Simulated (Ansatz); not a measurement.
`C[SiH](F)C=N` + `N[SiH2][SiH2][SeH]` → `C[SiH](F)[SiH2]N` + `N=C[SiH2][SeH]`  (redistribution)

Program: Ansatz. Geometries: PBE0-D4/def2-TZVP. ΔE: electronic, gas phase. CCSD(T)/CBS adds triple-zeta CCSD(T) − MP2 to the extrapolated MP2 energy (def2 sets, frozen cores). DFT in def2-TZVPP. For Se outer-core shells are correlated without core-valence functions, which leaves a few kJ/mol of doubt a bond. Scalar relativity is left out up to krypton. One conformer a species, not always the lowest.

```csv
level,ΔE (eV)
r2SCAN,0.23
SCS-MP2/def2-TZVPP,0.19
HF/CBS(def2),0.15
CCSD/CBS(def2),0.20
```

Question: What does CCSD(T)/CBS give? (An estimate is asked.)

Answer: Computed: +0.21 eV. The listed levels differ from it by 0.02, -0.02, -0.06, -0.01 eV.

Largest T1 diagnostic among the species: 0.012.

In def2-TZVPP, CCSD(T) changes the Hartree–Fock value by +0.05 eV (the triples alone add +0.01 eV) and MP2 by +0.05 eV.
